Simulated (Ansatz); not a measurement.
`[SH][Ga]([Cl])[Cl]` + `[OH][SnH2][SH]` → `[OH][Ga]([SH])[Cl]` + `[SH][SnH2][Cl]`  (redistribution)

Gas-phase electronic energies from Ansatz, PBE0-D4/def2-TZVP geometries. CCSD(T)/CBS adds triple-zeta CCSD(T) − MP2 to the extrapolated MP2 energy (def2 sets, frozen cores). Functionals use def2-TZVPP. B3LYP here is the variant with VWN-RPA as its local correlation; programs differ in this. def2 core potentials past Kr. For Ga, Sn outer-core shells are correlated without core-valence functions, which leaves a few kJ/mol of doubt a bond. Scalar relativity is left out up to krypton. One conformer a species, not always the lowest.

```csv
level,ΔE (kJ/mol),difference from CCSD(T)/CBS
PBE-D4,-13.5,1.0
r2SCAN-D4,-14.1,0.4
PBE0-D4,-14.3,0.2
B3LYP-D4,-14.3,0.2
ωB97X-V,-14.2,0.3
ωB97M-V,-14.0,0.5
B2PLYP,-14.5,0.0
PBE,-13.8,0.7
r2SCAN,-14.2,0.3
PBE0,-14.5,0.0
B3LYP,-14.8,-0.3
HF/def2-TZVPP,-15.1,-0.6
MP2/def2-TZVPP,-14.9,-0.4
SCS-MP2/def2-TZVPP,-14.5,0.0
CCSD/def2-TZVPP,-14.6,-0.1
CCSD(T)/def2-TZVPP,-13.8,0.7
HF/def2-QZVPP,-16.3,-1.8
MP2/def2-QZVPP,-15.7,-1.2
SCS-MP2/def2-QZVPP,-15.4,-0.9
HF/CBS(def2),-16.5,-2.0
MP2/CBS(def2),-15.6,-1.1
CCSD/CBS(def2),-15.3,-0.8
CCSD(T)/CBS,-14.5,0
```

Largest T1 diagnostic among the species: 0.013.
